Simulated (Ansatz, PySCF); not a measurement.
Sn(H)3(OEt) (C2H8OSn), SMILES CC[O][SnH3]. Atoms are numbered in the order given.

```xyz
12

Sn     0.0041     0.9767     0.0000
O     -0.4898    -0.9532     0.0000
C      0.5038    -1.9410     0.0000
C     -0.1551    -3.3032     0.0000
H      0.9239     1.2840     1.4159
H      0.9239     1.2840    -1.4159
H     -1.5052     1.7694     0.0000
H      1.1666    -1.8547    -0.8881
H      1.1666    -1.8547     0.8881
H     -0.7922    -3.4173    -0.8898
H      0.5968    -4.1077     0.0000
H     -0.7922    -3.4173     0.8898
```

Coordinates come from a PBE0-D3(BJ)/def2-SVP optimisation. The structure was generated by enumeration; whether it is a known compound was not checked. The def2 effective core potentials stand for the cores of Sn; spin–orbit coupling is left out. Other conformers were not sampled.

Two levels are set side by side: PBE-D3(BJ)/def2-SVP (Ansatz, a first-principles code) and PBE0-D3(BJ)/def2-SVP (Ansatz). Each level has its own optimised geometry; the coordinates shown are those of the second. Frequencies come from the Hessian of PySCF at each geometry. Differences are taken from unrounded values.

```tsv
quantity	PBE0-D3(BJ)
mean bond length (Å)	1.415
bond Sn1–O2 (Å)	1.992
bond O2–C3 (Å)	1.401
bond C3–C4 (Å)	1.513
bond Sn1–H5 (Å)	1.716
bond Sn1–H6 (Å)	1.716
bond Sn1–H7 (Å)	1.705
bond C3–H8 (Å)	1.111
bond C3–H9 (Å)	1.111
bond C4–H10 (Å)	1.100
bond C4–H11 (Å)	1.101
bond C4–H12 (Å)	1.100
highest harmonic wavenumber (cm⁻¹)	3163
mean harmonic wavenumber (cm⁻¹)	1317
zero-point energy (kcal/mol)	56.48
```

Q: What does PBE-D3(BJ) give, and how far is it from PBE0-D3(BJ)? (An estimate is asked for; the answer gives what the named calculation found.)

A: 
```tsv
quantity	PBE-D3(BJ)	PBE-D3(BJ) minus PBE0-D3(BJ)
mean bond length (Å)	1.428	0.013
bond Sn1–O2 (Å)	2.019	0.027
bond O2–C3 (Å)	1.417	0.016
bond C3–C4 (Å)	1.522	0.009
bond Sn1–H5 (Å)	1.733	0.017
bond Sn1–H6 (Å)	1.733	0.017
bond Sn1–H7 (Å)	1.720	0.015
bond C3–H8 (Å)	1.121	0.009
bond C3–H9 (Å)	1.121	0.009
bond C4–H10 (Å)	1.109	0.008
bond C4–H11 (Å)	1.109	0.008
bond C4–H12 (Å)	1.109	0.008
highest harmonic wavenumber (cm⁻¹)	3071	-91
mean harmonic wavenumber (cm⁻¹)	1268	-49
zero-point energy (kcal/mol)	54.39	-2.09
```

GGA bonds tend to be longer and softer than those of functionals with exact exchange. Differences between two approximate levels are no errors against the true value.
